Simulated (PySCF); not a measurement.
## Correlation energy of Ne (neon, neutral)

Starting occupation: [Ne]. Calculation: PySCF 2.14, in x2c-QZVPPall-2c (7s4p3d2f1g, 57 functions); X2C-1e with screened-nucleus spin-orbit coupling, Gaussian nucleus. Frozen: 1s2; 8 electrons correlated; the 2 highest virtual spinors left out.

MP2 pair energies summed by pair of shells (mhartree):

| pair | energy | share (%) |
| --- | --- | --- |
| 2p1/2-2p3/2 | -95.93 | 33.1 |
| 2p3/2-2p3/2 | -88.52 | 30.5 |
| 2p3/2-2s1/2 | -49.73 | 17.2 |
| 2p1/2-2s1/2 | -24.88 | 8.6 |
| 2p1/2-2p1/2 | -20.29 | 7.0 |
| 2s1/2-2s1/2 | -10.54 | 3.6 |

Total MP2 correlation energy: -289.88 mhartree.
